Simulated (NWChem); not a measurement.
Molecule: VSClF2; SMILES [F][V]([F])(=[S])[Cl]

```xyz
5

V     -0.2659    -0.0802     0.0000
S      1.1112    -1.5489     0.0000
F     -1.2322    -0.2304     1.4066
F     -1.2322    -0.2304    -1.4066
Cl     0.7564     1.8060     0.0000
```
Atoms are numbered in this order, from 1.

Level: PBE-D3(BJ)/def2-SVP (NWChem), optimised geometry, unscaled harmonic frequencies. 

**Question.** List the harmonic frequencies with IR intensities, and the thermochemistry.

**Answer.** 
| frequency (cm⁻¹) | IR intensity (km/mol) |
|---|---|
| 163 | 0.2 |
| 165 | 1.5 |
| 205 | 2.6 |
| 225 | 0.2 |
| 234 | 1.3 |
| 451 | 40.0 |
| 608 | 55.7 |
| 762 | 125.3 |
| 806 | 112.2 |

```
Quantity                                                                            Value
-----------------------------------------------------------------------  ----------------
zero-point energy                                                            5.2 kcal/mol
thermal correction to the enthalpy at 298.15 K (with zero-point energy)      9.7 kcal/mol
heat capacity Cv                                                         18.9 cal/(mol K)
entropy at 298.15 K and 1 atm (symmetry number 1)                        81.6 cal/(mol K)
dipole moment                                                                      0.22 D
```

Rigid rotor and harmonic oscillator.
